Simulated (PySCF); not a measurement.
C6H14N (doublet state).
Structure used (GFN2-xTB), in Å, numbered top down from 1:
```xyz
21
C6H14N angstrom
C      2.367   -0.389   -0.384
C      1.068   -0.544   -1.200
C     -0.093    0.127   -0.561
C     -0.412    1.540   -0.878
C     -0.870   -0.562    0.510
C     -0.690    0.115    1.880
N     -2.300   -0.503    0.179
H      2.253   -0.842    0.598
H      3.193   -0.876   -0.897
H      2.607    0.663   -0.256
H      0.870   -1.614   -1.313
H      1.239   -0.121   -2.193
H      0.210    2.235   -0.300
H     -1.452    1.745   -0.636
H     -0.235    1.755   -1.933
H     -0.506   -1.604    0.593
H      0.364    0.177    2.135
H     -1.204   -0.456    2.650
H     -1.111    1.114    1.847
H     -2.467   -0.942   -0.720
H     -2.840   -1.003    0.878
```

The hyperfine couplings belong to this conformer and change with its torsions.

Identity: `CC[C](C)[C@@H](C)N` [radical].

The calculation used PySCF, UKS B3LYP, pcH-1 on C H N, non-relativistic, mean-field spin-orbit, GIAO. Geometry: GFN2-xTB, one conformer, isolated molecule. The geometry wasn't refined by DFT: couplings that depend on bond lengths, twists or pyramidal angles can differ widely from those at the functional's own minimum. The SCF solution wasn't tested for stability.

The Mulliken spin populations are largest on C3 (+0.99), C4 (-0.08), C2 (-0.08) and C5 (-0.07). C3 is the only atom above +0.15. The positive populations add up to 1.24 and the negative ones to -0.24, together 2S = 1. The angles at C3 add up to 359.7°, so it is planar.

**Question.** List the C–H protons on four-coordinate carbons next to a three-coordinate spin centre, with their couplings and θ (C–H bond against the normal to the plane of the centre's neighbours, projected along the bond that joins the two).

**Answer.** 
```csv
β H,on,centre,θ (°),cos²θ,a (G)
H11,C2,C3,56,0.31,+14.48
H12,C2,C3,63,0.21,+9.24
H13,C4,C3,5,0.99,+49.91
H14,C4,C3,66,0.17,+10.45
H15,C4,C3,55,0.32,+15.37
H16,C5,C3,86,0.00,+1.45
```

Fitting the Heller–McConnell form a = ρ(B0 + B2 cos²θ), with Mulliken ρ = 0.99, gives B0 = 0.3 G and B2 = 50.1 G, with a largest miss of 1.9 G. By this fit the coupling would be 49.7 G at θ = 0° and 0.3 G at 90°.

**Question.** What would the freely rotating methyl group on C4 show?

**Answer.** Three equal couplings, a 1:3:3:1 quartet. The mean of the three values of this geometry estimates the splitting: 25.2 G, or 70.8 MHz (three bonds 120° apart have a mean cos²θ of 1/2 at any torsion).

Couplings in gauss use g_iso = 2.0026.

Time: 89 s (grids of density and orbitals included); peak memory 0.98 GiB. Hardware: one thread of an Arm Neoverse V1, no GPU, on a shared host.
